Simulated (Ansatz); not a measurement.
Species: CH₃Cd (charge +1, singlet). SMILES: [CH3][Cd+]
Coordinates optimised at B3LYP-D3(BJ)/def2-TZVP (Ansatz, an electronic-structure program):
```xyz
5

Cd    -0.2535    -0.1512    -0.2064
C      1.2957     0.7729     1.0550
H      1.7547    -0.0834     1.5369
H      0.7190     1.4180     1.7089
H      1.9194     1.2861     0.3312
```
Charge +1, spin multiplicity 1.

Quantity: vertical electron affinity (to the doublet state of charge +0; a negative value means that the extra electron is unbound and the number depends on the basis; each state is the SCF solution reached for its spin; the molecule has degenerate orbitals, so one determinant may break the symmetry; for the singlet the Hartree-Fock reference is unstable and T1 is 0.017), in eV. Cores are frozen in the correlated levels unless marked. Open shells are spin-unrestricted. Spin-orbit coupling is left out. The frozen core is the preceding noble-gas configuration, with the filled d and f shells of earlier blocks. Past Kr the def2 sets carry scalar-relativistic core potentials. Basis-set limits of correlation are two-point, X^-3; Hartree-Fock from the larger set. The bracket is a focal-point correction in the basis named.

```
level              program  vertical electron affinity (eV)
-----------------  -------  -------------------------------
HF/def2-QZVPPD      Ansatz                             6.43
r2SCAN/def2-TZVPD   Ansatz                             7.08
```

### Question
Estimate the value at RI-MP2/CBS(def2-TZVPPD,def2-QZVPPD)+[CCSD(T)-MP2]/def2-TZVPPD as computed with Ansatz.

### Answer
6.96 eV, so r2SCAN/def2-TZVPD differs from it by 0.12 eV.
